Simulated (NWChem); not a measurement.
KF: a line through the functionals

The species is KF (2 atoms), meant as a singlet with charge 0. SMILES: `[F][K]`. The shape is that of a PBE0-D4/def2-TZVP optimisation.

The dipole moment y, in D, basis def2-TZVPP; a is the functional's share of exact exchange. Programs: NWChem 7.3.0.

| functional | program | a | y (D) |
| --- | --- | --- | --- |
| revPBE | NWChem | 0 | 8.18 |
| BLYP | NWChem | 0 | 8.17 |
| B3LYP | NWChem | 0.2 | 8.48 |
| PBE0 | NWChem | 0.25 | ? |
| BHLYP | NWChem | 0.5 | 8.74 |

Fit y = c + s·a to the known rows and predict PBE0.


1. Means of the 4 rows: a = 0.1750, y = 8.393.
2. Σ(Δa)² = 0.1675, Σ(Δa·Δy) = 0.19125, so the slope is 0.19125/0.1675 = 1.1418.
3. Intercept: 8.393 − (1.1418) × 0.1750 = 8.193. The largest residual of the fit is 0.059.
4. PBE0: 8.193 + (1.1418) × 0.25 = 8.48 D.

The run gave 8.54 D, so the prediction is off by -0.06 D, about the scatter of the fit. More exact exchange makes the molecule more polar here.
